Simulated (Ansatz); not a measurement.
System: C$_{4}$H$_{9}$N$_{2}$O, net charge 0, doublet state. It need not be the lowest isomer of its formula. 
Coordinates optimised at B3LYP-D3(BJ)/def2-TZVP (Ansatz, a program for electronic structure):
```xyz
16

C      2.5784     0.2641     0.0155
N      1.2428     0.5382     0.4466
C      0.2825    -0.3437    -0.0623
O      0.5564    -1.4569    -0.5005
N     -0.9968     0.1346     0.0178
C     -1.3661     1.3995     0.6231
C     -2.0815    -0.6741    -0.4974
H      3.1601     1.1864     0.0558
H      2.6403    -0.2141    -0.9652
H      3.0362    -0.4293     0.7362
H     -2.1334     1.2338     1.3849
H     -1.7763     2.0801    -0.1296
H     -0.4954     1.8564     1.0790
H     -2.6968    -1.0635     0.3206
H     -1.6687    -1.5094    -1.0544
H     -2.7191    -0.0695    -1.1472
```
Charge 0, spin multiplicity 2.

Total electronic energies in hartree. Valence correlation only, unless marked. Open shells are spin-unrestricted. No spin-orbit coupling. Non-relativistic. CBS marks a two-point X^-3 extrapolation of the correlation energy; Hartree-Fock from the larger set. The bracket is a focal-point correction in the basis named.

```
level                                                     program  energy (Eh)
-------------------------------------------------  --------------  -----------
SVWN5/def2-TZVPD                                           Ansatz   -339.77957
revPBE/def2-TZVPD                                          Ansatz   -342.55548
r2SCAN/def2-TZVPD                                          Ansatz   -342.46751
r2SCAN-D4/def2-TZVPD                               Ansatz + dftd4   -342.47081
B97M-V/def2-TZVPD                                          Ansatz   -342.61714
PBE0/STO-3G                                                Ansatz   -337.77396
PBE0/6-31G*                                                Ansatz   -342.12898
PBE0-D3(BJ)/def2-TZVP                              Ansatz + dftd3   -342.26860
PBE0-D4/def2-TZVPD                                 Ansatz + dftd4   -342.26976
PBE0/def2-TZVPD                                            Ansatz   -342.25945
BHLYP/def2-TZVPD                                           Ansatz   -342.45268
r2SCAN0-D4/def2-TZVPD                              Ansatz + dftd4   -342.42594
wB97M-V/def2-TZVPD                                         Ansatz   -342.51076
B2PLYP-D4/def2-TZVPD                               Ansatz + dftd4   -342.37703
MP2/6-31G*                                                 Ansatz   -341.42513
RI-MP2/cc-pVQZ                                             Ansatz   -341.96023
SCS-MP2/6-31G*                                             Ansatz   -341.40201
SCS-MP2/cc-pVTZ                                            Ansatz   -341.83606
SCS-MP2/cc-pwCVTZ                                          Ansatz   -341.85835
CCSD/6-31G*                                                Ansatz   -341.48616
CCSD/cc-pVDZ                                               Ansatz   -341.57158
CCSD(T)/cc-pVDZ                                            Ansatz   -341.60780
RI-MP2/CBS(cc-pVTZ,cc-pVQZ)+[CCSD(T)-MP2]/cc-pVTZ          Ansatz    -342.1322
```

Totals of different functionals don't rank their quality; only differences between species are comparable.
